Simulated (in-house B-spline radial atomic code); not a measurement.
Results of a calculation; reference values are marked as such.
## W in an electron gas of r_s = 2: phase shifts, screening, friction and resistivity

A nucleus sits in a uniform electron gas with a rigid positive background. The Kohn-Sham equations are solved self-consistently in the spin-unpolarised LDA (PW92), non-relativistic, on B-splines with outgoing waves at the boundary and partial waves to l = 8. The model has no lattice, no bands and no magnetic solution. Atomic units; δ_l are the phase shifts at the Fermi level, counted so that each bound state adds π, and good to about 0.0005. Heavy atoms are models without relativity.

The density parameter is r_s = 2 bohr, near that of the valence electrons of Si (4 per atom, density 2.33 g/cm³, mass 28.09 u, which gives r_s = 2.01).

```json
{"l": "0", "δ_l (rad)": "14.8531"}
{"l": "1", "δ_l (rad)": "12.2666"}
{"l": "2", "δ_l (rad)": "8.3869"}
{"l": "3", "δ_l (rad)": "3.2104"}
{"l": "4", "δ_l (rad)": "0.0145"}
{"l": "5", "δ_l (rad)": "0.0025"}
{"l": "6", "δ_l (rad)": "0.0003"}
{"l": "7", "δ_l (rad)": "-0.0003"}
{"l": "8", "δ_l (rad)": "-0.0003"}
```

Bound levels below the band bottom (hartree): p -13.78, d -8.168, s -1.719, p -0.8469, f -0.8426 and deeper ones.

(1) Check the Friedel sum rule, and say where the screening charge sits.

(2) Find the transport cross section and the electronic stopping of a 2 keV W ion (mass 183.84 u).

(3) What residual resistivity would 1 atomic per cent of such centres give in a metal of this density?

(4) On a substitutional site the background of one host ion, a sphere holding 4 charges, is taken out. The phase shifts for l = 0 to 4 become 14.4439, 11.9014, 7.6938, 3.0807, -0.0185. What follows?

Answers

(1) k_F = (9π/4)^(1/3)/r_s = 0.95958. The rule is Z = (2/π) Σ (2l + 1) δ_l. The terms are s 9.456, p 23.427, d 26.696, f 14.307 and 0.097 beyond, in all 73.983 against Z = 74. Bound states hold 10 s, 24 p, 20 d and 14 f electrons, so the scattering states carry 5.98 in all; where a term is smaller than its bound count, the bound level has drawn weight out of the band.

(2) σ_tr = (4π/k_F²) Σ (l + 1) sin²(δ_l − δ_(l+1)). The terms for l = 0 to 3 are 0.2778, 0.9056, 2.3989, 0.0118, all together 3.5947, so σ_tr = 13.647 × 3.5947 = 49.059 bohr². With n = 3/(4π r_s³) = 0.02984, the friction coefficient is Q = n k_F σ_tr = 1.4048. For v well below v_F = 0.960, dE/dx = Q v; with 24801 eV per u at v = 1, v = √(2000/(24801 × 183.84)) = 0.0209, so dE/dx = 0.02942 hartree/bohr = 15.1 eV/nm. The largest term couples the d and f waves.

(3) Δρ = k_F n_i σ_tr/n in atomic units of 21.74 μΩ·cm. With one host atom per 4 electrons, n_i/n = 0.01/4, so Δρ = 0.9596 × 0.00250 × 49.059 × 21.74 = 2.56 μΩ·cm. This is an atom added to the gas, as on an interstitial site.

(4) The Friedel sum is now 69.99, for Z − 4 = 70. The sum in σ_tr is 4.8290, so σ_tr = 65.90 bohr² and Δρ = 3.44 μΩ·cm per atomic per cent, 1.34 times the value above. A real host ion scatters too, so this model doesn't give zero even for the host's own atom.
